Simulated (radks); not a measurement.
Species: W7+. Configuration: [Kr] 4d10 4f14 5s2 5p(1/2: 1, 3/2: 4) (not the ground configuration). Method: Dirac Kohn-Sham, BLYP, spin-unpolarised, spherical densities, finite nucleus; Fermi nuclear charge, rms radius 5.3658 fm; computed with a radial shooting solver on a logarithmic mesh with Libxc functionals.

Radial electron density D(r) = 4 pi r^2 rho(r):

r (bohr),D(r) (e/bohr)
0.001547,15.12
0.002031,22.25
0.002666,32.02
0.0035,44.74
0.00463,60.65
0.006078,77.48
0.007978,92.89
0.01047,103.0
0.01374,104.5
0.01819,98.33
0.02387,92.88
0.03133,99.39
0.04113,119.4
0.05441,135.1
0.07142,125.2
0.09375,106.1
0.1231,111.9
0.1615,123.9
0.2137,95.11
0.2805,64.44
0.3682,72.35
0.4833,70.49
0.6395,41.72
0.8394,21.76
1.102,12.61
1.446,5.336
1.898,1.150
2.511,0.09446
3.297,0.002513

D(r) has 4 maxima, at r = 0.0126, 0.0566, 0.158, 0.418 bohr, and minima at 0.0245, 0.102, 0.297 bohr, inside which lie 2.02, 11.08, 29.99 electrons.
